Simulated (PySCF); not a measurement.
Dipole response of Rb (rubidium, neutral)

[Kr] 5s1, 2S determinant. Computed with PySCF 2.14 in x2c-TZVPPall with one added diffuse shell each of s, p, d, f type (9s7p7d3f1g, 95 functions), with scalar relativity by spin-free X2C-1e. Coupled (time-dependent) response in atomic units; α is the mean over directions.

```csv
method,mean α (bohr³),C₆ (like pair),S(−4)
B3LYP,305.8,4403,85490
TPSS,459.8,7887,198000
```

S(−4) is the Cauchy moment in α(ω) = α(0) + S(−4) ω² + …

Reference α: 319.8 ± 0.3 bohr³ (recommended; Schwerdtfeger and Nagle, table of static dipole polarizabilities (2023 update)). Published C₆: 4769 (Chu and Dalgarno (2004); Tang, Norbeck and Certain (1976)).

α(iu) at B3LYP:

```csv
u (hartree),α(iu) (bohr³)
0,305.8
0.0500,181.8
0.100,85.86
0.200,32.63
0.300,19.29
0.500,10.89
0.750,7.023
1.00,4.982
1.50,2.851
2.00,1.821
3.00,0.9152
5.00,0.3648
```

A single London oscillator, α(iu) = α/(1 + u²/ω²), gives C₆ = (3/4) ω α². Matching the computed C₆ needs ω = 4 × 4403 / (3 × 305.8²) = 0.0628 hartree.
